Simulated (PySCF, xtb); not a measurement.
C₂H₆BF₂N, SMILES NB(CF)CF.

GFN2-xTB in xtb at its own geometry gives an orbital gap of 5.89 eV and a dipole moment of 0.49 D.

Geometry: B3LYP-D3(BJ)/def2-SVP. This is a generated structure with no PubChem entry under its InChIKey; it may be hypothetical. One conformer was computed; it need not be the lowest.

Problem. What does PBE/def2-TZVP in PySCF give? (Estimate from the structure and the level; the computed values follow.)

Solution. gap 6.50 eV (levels -6.88 and -0.39 eV), dipole 0.36 D.
